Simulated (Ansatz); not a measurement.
A family of molecules: the HOMO–LUMO gap

One atom is swapped for its congeners: C2H7Si `CC[SiH2]`; CH7Si2 `[SiH2]C[SiH3]`; CH7GeSi `[SiH2][CH2][GeH3]`. All are doublets with charge 0.

Shapes, held fixed at every level: PBE0-D4/def2-TZVP. Flexible molecules stand in one conformer, not always the lowest. Programs: Ansatz 0.2.0. Values in eV.

| level | C2H7Si | CH7Si2 | CH7GeSi |
| --- | --- | --- | --- |
| SPW92/def2-TZVPP | 1.26 | 1.27 | 1.17 |
| PBE-D4/def2-TZVPP | 1.76 | 1.78 | 1.65 |
| B3LYP-D4/def2-TZVPP | 3.08 | 3.11 | 2.94 |
| PBE0-D4/def2-TZVPP | 3.79 | 3.81 | 3.62 |
| wB97X-V/def2-TZVPP | 7.64 | 7.65 | 7.42 |
| wB97M-V/def2-TZVPP | 7.14 | 7.13 | 6.92 |

At wB97M-V/def2-TZVPP the HOMO–LUMO gap falls at every step, from 7.14 to 6.92 eV. 1 of 6 levels show this order throughout; 1 agree on the largest and the smallest. Open shells run unrestricted unless RO is named. Relativity is left out for Ge unless named. Orbital gaps aren't excitation energies, and the LUMO depends on the basis.
